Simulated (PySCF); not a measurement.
Si(F)(Br)(Me)(OH) (CH4BrFOSi), SMILES C[Si](O)(F)Br.

Geometry: PBE0-D3(BJ)/def2-SVP. The structure was generated by enumeration, and PubChem lists no compound with its InChIKey, so it may never have been made. One conformer was computed; it need not be the lowest.

Calculation: PySCF 2.14.0 with TDDFT-PBE/def2-SVPD.

Vertical excitations. 

### Question
List the lowest excited states. (The exact figures need the calculation; the answer reports its results.)

### Answer

```
state  energy (eV)  λ (nm)      f                                                main pairs
-----  -----------  ------  -----  --------------------------------------------------------
S1            6.60     188  0.026                                            HOMO→LUMO 93 %
S2            6.69     185  0.061                                          HOMO−1→LUMO 93 %
S3            7.25     171  0.006                                          HOMO→LUMO+1 94 %
S4            7.35     169  0.012                                        HOMO−1→LUMO+1 93 %
S5            7.64     162  0.051                        HOMO−2→LUMO 66 %, HOMO→LUMO+2 30 %
S6            7.69     161  0.031    HOMO→LUMO+2 48 %, HOMO−1→LUMO+2 23 %, HOMO−2→LUMO 20 %
S7            7.74     160  0.002                      HOMO−1→LUMO+2 75 %, HOMO→LUMO+2 15 %
S8            7.91     157  0.035                                          HOMO−3→LUMO 94 %
S9            7.95     156  0.001                      HOMO→LUMO+3 73 %, HOMO−1→LUMO+3 23 %
S10           8.10     153  0.003  HOMO−1→LUMO+3 55 %, HOMO−2→LUMO+1 31 %, HOMO→LUMO+3 10 %
T1            6.40     194      0                                            HOMO→LUMO 97 %
T2            6.47     192      0                                          HOMO−1→LUMO 97 %
T3            6.94     179      0                                          HOMO→LUMO+1 93 %
T4            7.01     177      0                                        HOMO−1→LUMO+1 93 %
```
Triplets are in the Tamm–Dancoff approximation, which puts them higher than full response would, so one can lie above its singlet here.
